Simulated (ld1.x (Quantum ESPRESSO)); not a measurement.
**sulfur: one change to a TM potential, before and after**

* Element: S
* Generator: ld1.x (Quantum ESPRESSO) 7.5
* Type: norm-conserving Troullier–Martins (Kleinman–Bylander form)
* Functional: LDA (PZ)
* Relativity: scalar-relativistic
* Frozen core: [Ne]
* Valence charge: 6
* Reference configuration: 3s2 3p3 (charge +1)
* Partial waves: 3p (bound): rc 1.45 bohr; 3d channel at -0.1 Ry: rc 1.20 bohr; 3s (bound): rc 1.40 bohr
* Local potential: the s channel
* Core correction: none

Change: wave 3p (bound): rc 1.45 bohr becomes 3p (bound): rc 1.20 bohr.

Cutoffs: the cutoffs (Ry, on a coarse ladder) from which the occupation-weighted sum of valence levels, in a spherical-Bessel basis at the reference potential, stays within 10 and 1 mRy of its value at 400 Ry; they do not see the model core or the augmentation charge, which bear on the density cutoff. Errors are all-electron minus pseudo energies relative to the spin-unpolarised reference configuration.

**Question.** How do hardness, ghosts and transferability respond?

**Answer.** The potential gets harder (40 Ry and 60 Ry → 70 Ry and 120 Ry); the errors of the 9 common tests hardly move; neither file shows a bound ghost. A smaller radius makes the pseudo-wave follow the all-electron one further in, where it bends more sharply, so more plane waves are needed.

```tsv
quantity	base	changed
cutoff, loose	40 Ry	70 Ry
cutoff, tight	60 Ry	120 Ry
loose cutoff by channel (10 mRy a level)	p 10 Ry, s 21 Ry	p 55 Ry, s 21 Ry
bound ghosts	none	none
error for 3s2 3p4, meV [ΔE -11.86 eV]	+6.0	+5.9
error for 3s2 3p2, meV [ΔE 22.37 eV]	+13	+13
error for 3s2 3p1, meV [ΔE 56.53 eV]	+86	+80
error for 3s2 3p0, meV [ΔE 103.51 eV]	+295	+268
error for 3s2 3p3.5, meV [ΔE -7.15 eV]	+2.3	+2.1
error for 3s2 3p4.3, meV [ΔE -13.60 eV]	+8.2	+8.1
error for 3s1 3p5, meV [ΔE -1.62 eV]	+4.1	+4.6
error for 3s2 3p3 (spin-polarised), meV [ΔE -1.97 eV]	+197	+191
error for 3s2 3p4 (spin-polarised), meV [ΔE -12.57 eV]	+69	+67
```
